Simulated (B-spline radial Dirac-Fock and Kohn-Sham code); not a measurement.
Z = 78 (platinum), transition energy 94.2 keV. These are calculated numbers from a B-spline atomic structure program; the model is a Dirac-Hartree-Slater potential of the neutral atom with a Latter tail (no hole, which puts coefficients of high multipoles low close above an edge), finite nucleus with surface currents. Subshells that would emit electrons below 1 keV are left out.

Question: A pure transition shows α(K) = 0.910, L1/L2 = 0.0281 and L1/L3 = 0.0371. What is its multipolarity?
A. M1
B. E2
C. M4
D. E3
E. E1
F. M3
G. E4
H. M2

Answer: D. For comparison, α(K), L1/L2, L1/L3 are E1 0.380, 2.65, 2.50; E2 0.733, 0.0508, 0.0591; E4 1.05, 0.0311, 0.0434; M1 6.58, 9.86, 99.6; M2 47.8, 8.62, 4.01; M3 119, 6.45, 0.688; M4 200, 5.06, 0.280.
